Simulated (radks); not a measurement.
Fractional charge and spin in the 3p shell of copper: the spin-up occupation runs from 2 to 3 and the spin-down occupation from 2 to 3; the fullest corner is Cu3+, [Ne] 3s2 3d(up 4, down 4) 3p(up 3, down 3). All-electron calculation, non-relativistic Kohn-Sham, SCAN, spin-polarised, spherical densities, point nucleus; meta-GGA in the generalised Kohn-Sham scheme. Program: a radial shooting solver on a logarithmic mesh with Libxc functionals. Energy (eV) minus the two flat planes that join the four corners (they meet along the diagonal where the two added fractions sum to one electron); zero is where a piecewise linear energy would lie.

down \ up,2,2.25,2.5,2.75,3
2,0.000,-2.282,-3.030,-2.260,0.000
2.25,-2.282,-2.878,-1.966,0.441,-2.112
2.5,-3.030,-1.966,0.582,-1.836,-2.805
2.75,-2.260,0.441,-1.836,-2.672,-2.091
3,0.000,-2.112,-2.805,-2.091,0.000

Corners above the fullest one (they belong to Cu4+ and the next ion): (up 3, down 2) 130.55 eV, (up 2, down 3) 130.55 eV, (up 2, down 2) 286.82 eV. With half an added electron in each spin the energy lies 0.582 eV from the planes, and with half an added electron in spin up alone -3.030 eV. The planes are only a guide here: the flat-plane condition holds for ground states with one frontier orbital, while this shell lies below other occupied shells, so the corners above the fullest one are inner-hole states and not the ground states of those ions.
